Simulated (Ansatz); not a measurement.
Consider the atomization: `[SeH][SnH3]` → 4 H• + Se• + Sn•.

Calculated with Ansatz (gas phase, PBE0-D4/def2-TZVP geometries, no zero-point term in ΔE). CCSD(T)/CBS is the MP2 limit (def2-TZVPP, def2-QZVPP) plus CCSD(T) − MP2 in def2-TZVPP, frozen cores. This one scheme is used for every species, atoms too. DFT in def2-TZVPP. B3LYP here is the variant with VWN-RPA as its local correlation; programs differ in this. HSE06 is defined as in plane-wave codes. Open shells (•) are unrestricted, without spin–orbit coupling. Spin–orbit coupling would lower the free atoms: clearly for Se; strongly for Sn. def2 core potentials past Kr. Bonds to Se, Sn are less sure, by a few kJ/mol each and by 10 to 20 or more in all where they break to atoms, as the def2 sets lack core-valence functions. Scalar relativity is left out up to krypton.

CCSD(T)/CBS gives +1403.1 kJ/mol.

Q: Another level gave +1343.6 kJ/mol. Which?
A. B3LYP/def2-TZVPP
B. HSE06/def2-TZVPP
C. r2SCAN/def2-TZVPP
D. BHLYP/def2-TZVPP

A: B. HSE06 1343.6, B3LYP 1353.0, r2SCAN 1374.2, BHLYP 1334.8 kJ/mol.

Largest T1 diagnostic among the species: 0.011.

At CCSD(T), def2-SVP lies −130.0 kJ/mol from the extrapolated value and def2-TZVPP −44.0 kJ/mol: correlation converges slowly with the basis, and small sets miss more of it in the bonded molecule than in its fragments. In def2-TZVPP, CCSD(T) changes the Hartree–Fock value by +399.1 kJ/mol (the triples alone add +18.7 kJ/mol) and MP2 by +354.5 kJ/mol; breaking electron pairs costs correlation energy, which Hartree–Fock lacks.

For atomizations the MP2-based limit and the directly extrapolated one differ by several kJ/mol either way, and by 10 to 25 for some Ge, Se and Sn compounds, so smaller differences from it don't rank the levels.
